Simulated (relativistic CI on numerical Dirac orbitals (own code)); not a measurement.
Pt4+: O2,3 absorption edge

Computed with this model: Dirac-Coulomb-Breit CI, KLI orbitals optimised for each configuration, a model potential for QED, valence Slater integrals scaled by 0.9, multiplet model of core-to-valence dipole absorption; configurations [Xe] 4f14 5d6 → [Kr] 4d10 4f14 5s2 5p5 5d7; 300 K; Lorentzian 1 eV and Gaussian 0.3 eV FWHM. Energies are those of the free ion, without screening or charge transfer. The branching ratio is the share of the lower-energy edge in the whole absorption, uncertain by about 0.02 where the edges overlap. S is read from ⟨S²⟩ = S(S + 1).

Field parameters in Wybourne normalisation: D4h B²₀ = −7Ds, B⁴₀ = 21(Dq − Dt), B⁴₄ = 21√(5/14) Dq. The field is a parameter set, without covalency.

Computed curve for D4h, 10Dq = 35750, Ds = 430, Dt = -430 cm⁻¹, scaled to 100 at the maximum (points under 2 are left out and the grid is thinned):

Energy (eV), Intensity and a bar:
```
    51.75        2.2 
    52.25        3.3 
    52.75        5.8 #
    53.25        7.3 ##
    53.75        5.6 #
    54.25        5.9 #
    54.75        8.3 ##
    55.25       13.0 ####
    55.75       23.6 #######
    56.25       37.1 ############
    56.75       42.2 #############
    57.25       53.6 #################
    57.75       93.1 ##############################
    58.25       86.8 ############################
    58.75       75.0 ########################
    59.25       64.4 #####################
    59.75       38.6 ############
    60.25       33.5 ##########
    60.75       29.1 #########
    61.25       21.3 ######
    61.75       20.5 ######
    62.25       22.2 #######
    62.75       18.9 ######
    63.25       15.4 ####
    63.75       13.6 ####
    64.25       11.9 ###
    64.75       11.6 ###
    65.25       10.8 ###
    65.75        7.8 ##
    66.25        7.4 ##
    66.50        7.7 ##
    67.00        7.4 ##
    67.50        6.8 ##
    68.00        6.3 #
    68.50        5.9 #
    69.00        4.6 #
    69.50        4.2 #
    70.00        4.5 #
    70.50        5.1 #
    71.00        6.8 ##
    71.50        9.4 ##
    72.00       14.0 ####
    72.50       23.3 #######
    73.00       47.8 ###############
    73.50       48.5 ###############
    74.00       23.3 #######
    74.50       12.9 ####
    75.00        8.7 ##
    75.50        8.0 ##
    76.00        9.5 ##
    76.50       16.8 #####
    77.00       23.9 #######
    77.50       13.9 ####
    78.00       10.9 ###
    78.50        9.4 ##
    79.00        5.8 #
    79.50        4.4 #
    80.00        3.5 
    80.50        3.1 
    81.00        2.3
```

The ground state has S = 0.22, and the centroid lies at 63.59 eV.
